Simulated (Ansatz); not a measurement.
Ansatz (a quantum-chemistry and plane-wave program) input (SVWN5/def2-TZVPD):

Ansatz 0.2 input:
```yaml
crystal:
  periodic: [false, false, false]
  atoms:
    - {symbol: Mo, position_ang: [0.40426896, -0.07863329, 0.14699974]}
    - {symbol: O, position_ang: [1.63824834, -0.68156550, -0.88309480]}
    - {symbol: O, position_ang: [0.83977576, 0.19957153, 1.78415062]}
    - {symbol: Cl, position_ang: [-0.61766984, 1.84859203, -0.79559807]}
    - {symbol: Cl, position_ang: [-1.54724130, -1.42750085, 0.00839597]}
basis:
  gaussian:
    orbitals: def2-TZVPD
hamiltonian:
  xc: {name: SVWN5}
total_charge: -1
magnetization: {spin_polarized: true, initial_magnetization: 1}
output: {forces: true}
```

Output:

```
Functional definition: SVWN5
integrals: 0.17 GiB planned
1236 factors; their error is unknown
mean field: 1.24 GiB planned
mean field evaluation 1: about -30884.5759 eV, gradient 5.3e1 eV
mean field evaluation 2: about -30605.1049 eV, gradient 2.4e2 eV
mean field evaluation 4: about -30894.0516 eV, gradient 9.4e0 eV
mean field evaluation 8: about -30894.4171 eV, gradient 2.8e-1 eV
mean field evaluation 16: about -30894.4057 eV, gradient 4.8e-4 eV
mean field evaluation 32: about -30892.7331 eV, gradient 7.5e0 eV
mean field -30894.40574141 eV, -1135.3484700166 hartree, gradient 3.4e-5 eV, S^2 0.752533; 3 other end points of the search recorded, 0 dependent functions left out
the calculation of the forces begins
reference -30894.40580001 eV, -1135.3484721700 hartree; 33, 32 occupied and 179, 180 virtual orbitals, 1236 factors
Total energy: -30894.40580001 eV, -1135.3484721700 hartree
Atom 0 at     0.404269    -0.078633     0.147000 Å, force    -0.610782     0.118802    -0.222092 eV/Å
Atom 1 at     1.638248    -0.681566    -0.883095 Å, force    -0.126501     0.095485     0.242820 eV/Å
Atom 2 at     0.839776     0.199572     1.784151 Å, force     0.029446    -0.076607    -0.278111 eV/Å
Atom 3 at    -0.617670     1.848592    -0.795598 Å, force     0.217179    -0.550753     0.246959 eV/Å
Atom 4 at    -1.547241    -1.427501     0.008396 Å, force     0.490659     0.413074     0.010424 eV/Å
Dipole moment:    -0.011774     0.002290    -0.004281 e Å
```

The spin state was set by rule; other spins were not relaxed.
